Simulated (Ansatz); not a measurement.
Name a neutral molecule of C, Cl, Si and H with HOMO energy (ωB97M-V/def2-TZVPP) between -10.55 and -10.25 eV and vertical ionisation energy (CCSD(T)/CBS(def2)) between 10.45 and 10.75 eV (Ansatz, PBE0-D4/def2-TZVP geometry).

`C=C[Si@@H](Cl)C[Si@@H](Cl)C=C` (-10.47 eV, 10.61 eV). Other molecules can fit too; these were computed, each in one conformer that needn't be the lowest.
